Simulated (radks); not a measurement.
Ionisation of neutral holmium, [Xe] 4f11 6s2, to [Xe] 4f11 6s1 as the strength of local exchange is varied. Calculated with a radial shooting solver on a logarithmic mesh with Libxc functionals: non-relativistic Kohn-Sham, Slater X-alpha exchange (alpha = 2/3 is LDA exchange), no correlation, spin-unpolarised, spherical densities, point nucleus; relativity is left out, which matters for an element this heavy.

| alpha | E(Ho) (hartree) | exchange (hartree) | IE (eV) | -e of the level emptied (eV) | <r> of it (bohr) |
|---|---|---|---|---|---|
| 0.667 | -12055.1472 | -245.3543 | 5.213 | 2.848 (6s) | 4.430 |
| 0.699 | -12066.9246 | -257.3986 | 5.361 | 2.982 (6s) | 4.387 |
| 0.792 | -12101.2235 | -292.5413 | 5.805 | 3.387 (6s) | 4.268 |
| 0.824 | -12113.0495 | -304.6812 | 5.961 | 3.531 (6s) | 4.228 |
| 0.84 | -12118.9672 | -310.7603 | 6.041 | 3.604 (6s) | 4.209 |
| 0.844 | -12120.4471 | -312.2810 | 6.060 | 3.622 (6s) | 4.204 |

NIST Atomic Spectra Database: 6.022 eV (measured). The Delta-SCF value meets it near alpha = 0.84. Relativity is left out here, which matters for elements this heavy. Spin polarisation and multiplet splitting are left out, so open shells lie too high by an amount that depends on their filling.

Beside tabulated values, note that spin-unpolarised runs miss the spin-polarisation part of the exchange energy of open shells.
